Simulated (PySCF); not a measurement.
# TlCl3(H2O) at several levels of theory

Computed with PySCF 2.14.0 (density fitting, no spin-orbit coupling) at the geometry relaxed with PBE0:

```xyz
7
TlCl3(H2O) (singlet)
Tl   -0.0793   -0.1565    0.1565
Cl    0.8837    1.8720    1.0505
Cl   -1.5362   -1.4989    1.4989
Cl    0.8837   -1.0505   -1.8720
O    -1.4765    1.2676   -1.2676
H    -1.1785    2.1697   -1.0782
H    -1.1785    1.0782   -2.1697
```

```tsv
level	basis	state	HOMO (eV)	gap (eV)	charge on Tl1 (e)	dipole about the centre of mass (D)	largest force component (eV/Å)
PBE0	Tl def2-SVP with ECP60, Cl def2-SVP, O def2-SVP, H def2-SVP	singlet	-8.85	5.37	0.62	3.43	0.02
B3LYP	the same	singlet	-8.47	4.86	0.57	3.40	0.28
M06-L	the same	singlet	-7.76	3.58	0.83	3.46	0.30
```

Charges are Mulliken's, which hang on the basis. The relaxation used the grid (50, 194), these runs (75, 302) or, all-electron (x2c bases, spin-free X2C Hamiltonian), (99, 590).

(1) What does PBE0 with Tl def2-TZVP with ECP60, Cl def2-TZVP, O def2-TZVP, H def2-TZVP give here?

## Answers

(1) state singlet, HOMO (eV) -9.03, gap (eV) 5.38, charge on Tl1 (e) 0.91, dipole about the centre of mass (D) 3.26, largest force component (eV/Å) 0.33. Time: 16 s on 2 threads of Arm Neoverse V1, with other jobs on the host, from free ions and atoms.
